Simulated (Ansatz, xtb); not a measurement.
Relative energy of two spin states of BH3OSi2

Structure I: `B1O[SiH2][Si]1`, a singlet. Structure II: `B1O[SiH2][Si]1`, a triplet. Both are isolated molecules in the gas phase, relaxed with PBE0-D3(BJ)/def2-SVP.

I (Å):

```yaml
atoms:
  - { symbol: B, position_ang: [-2.8572, 1.4210, 0.2880] }
  - { symbol: O, position_ang: [-1.8567, 0.5284, 0.0913] }
  - { symbol: Si, position_ang: [-1.3784, 0.2088, 1.7375] }
  - { symbol: Si, position_ang: [-2.7514, 2.0753, 2.3364] }
  - { symbol: H, position_ang: [-3.5746, 1.7492, -0.6337] }
  - { symbol: H, position_ang: [-1.8413, -1.1653, 2.1061] }
  - { symbol: H, position_ang: [0.1163, 0.2346, 1.8129] }
```

II (Å):

```xyz
7

B    -2.8952    1.5012    0.2518
O    -2.0362    0.4571    0.2221
Si   -1.3655    0.1586    1.8098
Si   -2.7671    1.9839    2.2422
H    -3.4949    1.9164   -0.7081
H    -1.7043   -1.2411    2.2031
H     0.1198    0.2758    1.7174
```

Q: Estimate E(II) − E(I) at the level CCSD(T)/def2-TZVP.

A: Calculated at CCSD(T)/def2-TZVP: E(II) − E(I) = +27.6 kJ/mol, so structure I lies lower.

Level by level:

```json
{"level": "PBE0-D3(BJ)/def2-SVP", "geometry": "PBE0-D3(BJ)/def2-SVP", "E(II) − E(I) (kJ/mol)": "+6.8", "departure from the last row (kJ/mol)": "−20.8", "job, with rough time for the two": "optimisation, 40 s"}
{"level": "HF/def2-TZVP", "geometry": "PBE0-D3(BJ)/def2-SVP", "E(II) − E(I) (kJ/mol)": "−18.1", "departure from the last row (kJ/mol)": "−45.7", "job, with rough time for the two": "part of the CCSD(T) run"}
{"level": "MP2/def2-TZVP", "geometry": "PBE0-D3(BJ)/def2-SVP", "E(II) − E(I) (kJ/mol)": "+19.9", "departure from the last row (kJ/mol)": "−7.7", "job, with rough time for the two": "part of the CCSD(T) run"}
{"level": "CCSD(T)/def2-TZVP", "geometry": "PBE0-D3(BJ)/def2-SVP", "E(II) − E(I) (kJ/mol)": "+27.6", "departure from the last row (kJ/mol)": "", "job, with rough time for the two": "single point, 89 s"}
```

HF/def2-TZVP puts the two in the other order. The largest departure from CCSD(T)/def2-TZVP is that of HF/def2-TZVP, 45.7 kJ/mol. Levels run at GFN2-xTB geometries aren't shown.

With harmonic frequencies from PBE0-D3(BJ)/def2-SVP (ideal gas, rigid rotor, one conformer each, 298.15 K, 1 atm): on the last row, ΔE + ΔZPE = +29.6, ΔH = +28.4, ΔG = +30.0 kJ/mol.

Open shells are spin-unrestricted. The correlated steps freeze 12 core orbitals. ΔG holds the spin degeneracy. Mirror images aren't counted in ΔG. Programs: Ansatz 0.2.0; the last row on 2 threads of Arm Neoverse V1 on a shared host.
